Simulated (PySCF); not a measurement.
TlH₂⁻: map over both bonds

Level of theory: PBE0/[Tl def2-TZVPD with ECP60, H def2-TZVPD], scalar-relativistic core potentials, density fitting, no spin–orbit coupling, PySCF.

Rigid scan from the singlet minimum (Tl–H 1.950 Å (×2); H–Tl–H 92.2°). Coordinate: rows scale the first bond (Tl–H), columns the second (Tl–H). Energies in kJ/mol from the minimum.

```tsv
scale \ scale	0.94	0.97	1.00	1.04	1.09	1.15
0.94	7.6	?	3.9	5.2	9.7	17.9
0.97	4.7	1.7	0.9	2.2	6.7	14.9
1.00	3.9	?	0.0	1.3	5.8	?
1.04	?	2.2	1.3	2.6	7.1	15.3
1.09	9.7	6.7	5.8	7.1	11.6	19.8
1.15	17.9	14.9	14.0	?	19.8	28.1
```

Task: Fill in the five missing cells, row by row.

Result: 4.7, 0.9, 14.0, 5.2, 15.3.

Spin–orbit coupling, left out here, can matter for elements this heavy.

Other isomers or separated fragments may lie lower.
